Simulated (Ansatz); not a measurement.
Ideal-gas functions of ClH₃SiZn, SMILES `[SiH3][Zn][Cl]` at 400 K and 1 bar, from an Ansatz frequency run at PBE0-D4/def2-TZVP.

Molar mass 131.95 g/mol, point group C3v (symmetry number 3), electronic degeneracy 1, moments of inertia 5.861, 341.785, 341.787 u Å². Harmonic wavenumbers (cm⁻¹, unscaled): 87, 87, 294, 443, 461, 461, 854, 939, 939, 2213, 2225, 2225.

Use S(trans) = R[1.5 ln M + 2.5 ln T − 1.1517]; rotational temperatures θ = 24.2544 K / I; S(rot) = R[ln(√π/σ · √(T³/θAθBθC)) + 1.5]; for each mode x = 1.438777 ν̃/T, S = R[x/(eˣ − 1) − ln(1 − e⁻ˣ)] and H = RT x/(eˣ − 1); 1 cm⁻¹ = 0.0119627 kJ/mol; R = 8.31446 J/(mol·K).

Problem. By hand: the entropy, in J/(mol·K).

Solution. Translation 175.9. Rotation: θ = 4.1383, 0.071, 0.071 K, giving 98.9. Vibration, mode by mode: 18.01, 18.01, 8.23, 5.27, 5.00, 5.00, 1.64, 1.28, 1.28, 0.03, 0.03, 0.03, in all 63.8. Electronic 0.0. Sum 338.6 J/(mol·K).

Problem. By hand: H − E and G − E in kJ/mol, counted from the electronic energy.

Solution. Zero-point energy ½ × 11228 × 0.0119627 = 67.2; thermal vibration 12.8; translation, rotation and pV give 4 RT = 13.3. H − E = 93.3 kJ/mol, and G − E = 93.3 − 400 × 338.6/1000 = -42.1 kJ/mol.

Vibration gives 19 % of the entropy, 36.0 J/(mol·K) of it from the modes under 150 cm⁻¹: soft modes count most, and the harmonic formula is weakest for them.
